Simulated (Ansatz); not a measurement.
Consider the cleavage of the Si–Si bond: `Cl[SiH2][SiH2][GeH3]` + `B[SeH]` → `B[Se][SiH2]Cl` + `[SiH3][GeH3]`.

Calculated with Ansatz (gas phase, PBE0-D4/def2-TZVP geometries, no zero-point term in ΔE). CCSD(T)/CBS is the MP2 limit (def2-TZVPP, def2-QZVPP) plus CCSD(T) − MP2 in def2-TZVPP, frozen cores. Functionals use def2-TZVPP. For Ge, Se outer-core shells are correlated without core-valence functions, which leaves a few kJ/mol of doubt a bond. Scalar relativity is left out up to krypton. One conformer a species, not always the lowest.

CCSD(T)/CBS gives -52.3 kJ/mol.

**Question.** Another level gave -44.8 kJ/mol. Which?
A. PBE0/def2-TZVPP
B. ωB97M-V/def2-TZVPP
C. CCSD(T)/def2-TZVPP
D. HF/def2-TZVPP

**Answer.** A. PBE0 -44.8, ωB97M-V -53.4, HF/def2-TZVPP -58.8, CCSD(T)/def2-TZVPP -49.0 kJ/mol.

Largest T1 diagnostic among the species: 0.013.

From PBE to PBE0 (25 % exact exchange), in def2-TZVPP and without D4, ΔE moves by −3.7 kJ/mol.
